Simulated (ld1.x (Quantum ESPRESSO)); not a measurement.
## Scattering properties, TM potential for B (Z = 5)

| Quantity | Value |
| --- | --- |
| Element | B |
| Generator | ld1.x (Quantum ESPRESSO) 7.5 |
| Type | norm-conserving Troullier–Martins (Kleinman–Bylander form) |
| Functional | PBE |
| Relativity | scalar-relativistic |
| Frozen core | [He] |
| Valence charge | 3 |
| Reference configuration | 2s1 2p0 (charge +2) |
| Partial waves | 2p (bound, empty): rc 1.55 bohr; 2s (bound): rc 1.30 bohr |
| Local potential | the s channel |
| Core correction | none |

The phase is arctan(r·u′/u) with u = r·R(r), unwrapped; energies in Ry, scanned from -4 to 5 Ry. A pole is an energy at which the radial function vanishes at the test radius. The pseudo phase is shifted by a multiple of π to meet the all-electron one at the reference energy, and phase errors are pseudo minus all-electron; the curves can meet again beyond the range given. Levels narrower than the energy grid can be missing from the lists of poles.

**Question.** For each channel, where are the poles, and over which energies does the pseudopotential scatter like the atom?

**Answer.**

```csv
channel,radius (bohr),reference energy (Ry),"poles, all-electron","poles, pseudo",unbroken range about the reference energy with phases within 0.05 rad,phase error 1 Ry above the reference energy (rad)
s,1.71,-2.31,0.55,0.48,below 3.8,-0.002
p,1.71,-1.87,0.10,0.13,below 3.0,+0.002
```

Phases in the s channel:

```json
{"E (Ry)": "-4.00", "all-electron": "0.920", "pseudo": "0.918"}
{"E (Ry)": "-3.52", "all-electron": "0.717", "pseudo": "0.715"}
{"E (Ry)": "-3.04", "all-electron": "0.337", "pseudo": "0.335"}
{"E (Ry)": "-2.56", "all-electron": "-0.281", "pseudo": "-0.281"}
{"E (Ry)": "-2.08", "all-electron": "-0.836", "pseudo": "-0.836"}
{"E (Ry)": "-1.60", "all-electron": "-1.148", "pseudo": "-1.149"}
{"E (Ry)": "-1.12", "all-electron": "-1.319", "pseudo": "-1.321"}
{"E (Ry)": "-0.64", "all-electron": "-1.424", "pseudo": "-1.427"}
{"E (Ry)": "-0.16", "all-electron": "-1.496", "pseudo": "-1.500"}
{"E (Ry)": "0.32", "all-electron": "-1.549", "pseudo": "-1.555"}
{"E (Ry)": "0.80", "all-electron": "-1.593", "pseudo": "-1.600"}
{"E (Ry)": "1.28", "all-electron": "-1.630", "pseudo": "-1.639"}
{"E (Ry)": "1.76", "all-electron": "-1.664", "pseudo": "-1.676"}
{"E (Ry)": "2.24", "all-electron": "-1.696", "pseudo": "-1.713"}
{"E (Ry)": "2.72", "all-electron": "-1.730", "pseudo": "-1.752"}
{"E (Ry)": "3.20", "all-electron": "-1.766", "pseudo": "-1.798"}
{"E (Ry)": "3.68", "all-electron": "-1.807", "pseudo": "-1.853"}
{"E (Ry)": "4.16", "all-electron": "-1.856", "pseudo": "-1.927"}
{"E (Ry)": "4.64", "all-electron": "-1.919", "pseudo": "-2.034"}
```
